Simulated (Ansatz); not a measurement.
Consider the formal exchange of groups at a B–Si bond: `COB(F)[SiH2]F` + CH₄ → `COB(C)F` + `F[SiH3]`.

Computed with Ansatz on PBE0-D4/def2-TZVP structures; ΔE is electronic, products minus reactants. CBS: MP2 limit from def2 TZ/QZ plus the TZ coupled-cluster correction, frozen cores. This one scheme is used for every species. DFT in def2-TZVPP. One conformer a species, not always the lowest.

`COB(F)[SiH2]F`:

Z-matrix (Å, degrees):
```
C
O 1 1.416
H 1 1.091 2 108.4
H 1 1.091 2 108.5 3 118.0
H 1 1.091 2 112.2 3 -121.0
B 2 1.336 1 125.3 3 122.4
Si 6 2.039 2 130.6 1 -0.1
F 6 1.336 2 115.8 1 179.8
F 7 1.612 6 112.6 2 -1.1
H 7 1.486 6 110.4 2 118.9
H 7 1.486 6 110.4 2 -121.0
```

CH₄:

Cartesian coordinates in Å:
```
C 0.000 0.000 0.000
H 0.909 -0.400 0.448
H -0.676 -0.819 -0.243
H 0.252 0.545 -0.909
H -0.485 0.675 0.705
```

`COB(C)F`:

Z-matrix (Å, degrees):
```
C
O 1 1.408
H 1 1.093 2 112.4
H 1 1.092 2 109.0 3 120.9
H 1 1.092 2 108.9 3 -120.8
B 2 1.348 1 123.8 3 -1.7
F 6 1.335 2 114.4 1 -180.0
C 6 1.569 2 126.0 1 0.1
H 8 1.090 6 111.3 2 -179.3
H 8 1.094 6 111.5 2 -58.6
H 8 1.094 6 111.4 2 60.1
```

`F[SiH3]`:

Cartesian coordinates in Å:
```
F -1.475 -0.161 0.480
Si 0.038 0.004 -0.012
H 0.125 1.221 -0.853
H 0.407 -1.198 -0.797
H 0.905 0.133 1.182
```

| level | ΔE (kJ/mol) |
| --- | --- |
| PBE0-D4 | -21.0 |
| MP2/def2-QZVPP | -32.1 |

(1) What does CCSD(T)/CBS give? (An estimate is asked.)

Largest T1 diagnostic among the species: 0.013.

Results:

(1) Ansatz gave: -27.6 kJ/mol. The listed levels differ from it by 6.6, -4.5 kJ/mol.

From PBE to PBE0 (25 % exact exchange), in def2-TZVPP and without D4, ΔE moves by −7.1 kJ/mol. In def2-TZVPP, CCSD(T) changes the Hartree–Fock value by +10.8 kJ/mol (the triples alone add +2.3 kJ/mol) and MP2 by +6.7 kJ/mol.
